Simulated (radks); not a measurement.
Isoelectronic series with 7 electrons, all held in the configuration [He] 2s2 2p3, which need not be the ground one along the series. Calculated with a radial shooting solver on a logarithmic mesh with Libxc functionals: scalar-relativistic Kohn-Sham, r2SCAN, spin-polarised, spherical densities, finite nucleus; open shells are filled with parallel spins first; meta-GGA in the generalised Kohn-Sham scheme; Fermi nuclear charge, rms radius of each element as measured or else 0.836 A^(1/3) + 0.57 fm. Total energies (hartree) and mean radii <r> (bohr) (* marks an orbital that is empty in some or all of the ions):

ion    E (hartree)  2p down*   2p up  2s down   2s up  1s down
N        -54.61627     1.632   1.414    1.382   1.298   0.2285
O+       -74.61678     1.184   1.077    1.122   1.067   0.1984
F2+      -97.89363    0.9416  0.8764   0.9429  0.9044   0.1753
Ne3+    -124.44476    0.7852  0.7411   0.8132  0.7848   0.1570
Mg5+    -187.37734    0.5923  0.5681   0.6378  0.6206   0.1298
Al6+    -223.76628    0.5281  0.5090   0.5758  0.5619   0.1194
Si7+    -263.44356    0.4766  0.4612   0.5247  0.5132   0.1106
P8+     -306.41503    0.4344  0.4217   0.4820  0.4723   0.1029
S9+     -352.68723    0.3991  0.3884   0.4456  0.4374  0.09627
Cl10+   -402.26725    0.3691  0.3601   0.4144  0.4073  0.09040
Ar11+   -455.16283    0.3434  0.3356   0.3872  0.3810  0.08520
K12+    -511.38229    0.3210  0.3142   0.3633  0.3579  0.08055
Ca13+   -570.93443    0.3013  0.2953   0.3422  0.3373  0.07638
Sc14+   -633.82871    0.2839  0.2786   0.3233  0.3190  0.07261
Ti15+   -700.07514    0.2684  0.2637   0.3064  0.3026  0.06918
V16+    -769.68435    0.2545  0.2503   0.2911  0.2877  0.06606
Cr17+   -842.66743    0.2420  0.2382   0.2773  0.2742  0.06320
